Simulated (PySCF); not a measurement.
**Static response to an electric field**

C4H6N2O2Si.
Geometry (GFN2-xTB, Å), atoms numbered from 1 in this order:
```
atom  x, y, z in Å
C1     2.172   -1.205    0.647
C2     0.956   -0.370    0.890
C3     0.497   -0.335    2.244
N4     0.127   -0.272    3.328
N5     0.397    0.274   -0.043
Si6   -1.085    1.111   -0.234
O7    -0.962    2.076   -1.530
C8    -2.283   -0.252   -0.859
O9    -2.596   -1.224   -0.227
H10    1.956   -2.244    0.897
H11    2.464   -1.134   -0.396
H12    2.988   -0.875    1.289
H13   -1.646    1.811    0.916
H14   -0.286    2.743   -1.609
H15   -2.704   -0.095   -1.873
```

Level: B3LYP/def2-SVPD (PySCF), static field, nuclei fixed, core orbitals frozen in the response. The polarisability tensor in these axes (au):

```
x    96.80  -7.85  12.04
y    -7.85  82.62  -9.66
z    12.04  -9.66 103.03
```

Question: Diagonalise the tensor; give its mean and Δα, where Δα² is half the sum of the squared differences of the eigenvalues.

Answer: Principal values 78.09, 87.48 and 116.88 au; mean 94.15 au = 13.95 Å³ = 15.52 × 10⁻⁴⁰ C²·m²/J; Δα = 35.05 au (37 % of the mean).

Question: What is the dipole moment, and where does it point?

Answer: (3.21, 1.76, -2.26) D, 4.30 D in size, pointing from the negative to the positive side. Measured along this direction, the outermost atoms are O9 at the negative end and H14 at the positive end.

Question: What are the principal values of the traceless quadrupole moment, Θ = ½Σq(3rr − r²1), about the centre of nuclear charge?

Answer: -15.04, 0.58, 14.47 D·Å. The values depend on the origin, since the dipole doesn't vanish. The electronic extent ⟨r²⟩ about the same centre is 1555 bohr², a root-mean-square distance of 2.43 Å for the 74 electrons.

Question: How large is μ²/3kT at 500 K beside α?

Answer: In Gaussian units μ²/3kT = 89.28 Å³ against 13.95 Å³, a ratio of 6.40; the Debye molar polarisation (4π/3)N_A(α + μ²/3kT) is 260.4 cm³/mol, leaving out the vibrational part.

Question: Along which axes do the principal values lie, and how far do the nuclei extend along each?

Answer: Largest value along (0.58, -0.34, 0.74), where the nuclei span 5.90 Å; middle along (0.78, -0.03, -0.62), 4.17 Å; least along (0.23, 0.94, 0.25), 3.92 Å. The response follows the extents in order.

Question: Sum over states: ᾱ = Σ f/ω², ω in Eh. What share falls to these 8 lowest TDDFT singlets (eV, f)? 3.04, 0.0179; 3.57, 0.0008; 3.80, 0.0648; 5.04, 0.0031; 5.66, 0.0039; 5.85, 0.0010; 5.99, 0.0216; 6.09, 0.1212.

Answer: They add up to 7.86 au, 8.3 % of the 94.15 au; the largest single term is 3.32 au, from the state at 3.80 eV. Terms in order: 1.44, 0.05, 3.32, 0.09, 0.09, 0.02, 0.45, 2.42 au. Higher excitations give the rest. The strengths listed sum to 0.234.

Geometry: GFN2-xTB, one conformer, isolated molecule.

The run behind these numbers computed excited states as well. Time: 37 s of wall time; peak memory 1.0 GiB. Hardware: an Intel Xeon 6975P-C with one thread, no GPU, shared host with 192 logical CPUs at a one-minute load of 63.
